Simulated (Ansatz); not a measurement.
Results of the Gaussian-basis code of Ansatz.

A structure relaxed at PBE0-D4/def2-TZVP, charge 0, multiplicity 1:

Cartesian coordinates in Å:
```
C 0.196 -1.628 -0.082
C 0.581 -0.632 0.991
S -0.705 0.606 1.371
Sn -0.671 1.913 -0.637
H 0.056 -1.141 -1.051
H -0.737 -2.134 0.173
H 0.979 -2.382 -0.201
H 1.510 -0.115 0.739
H 0.747 -1.140 1.944
H -1.411 3.398 -0.255
H 0.967 2.112 -1.084
H -1.514 1.142 -1.908
```

(1) Give its formula and SMILES.

(2) Summarise the bond lengths by kind.

## Answers

(1) C2H8SSn, `CC[S][SnH3]`.

(2) 1 × C–C 1.514 Å; 5 × C–H 1.091 to 1.094 Å; 1 × C–S 1.824 Å; 1 × S–Sn 2.396 Å; 3 × H–Sn 1.702 to 1.709 Å.
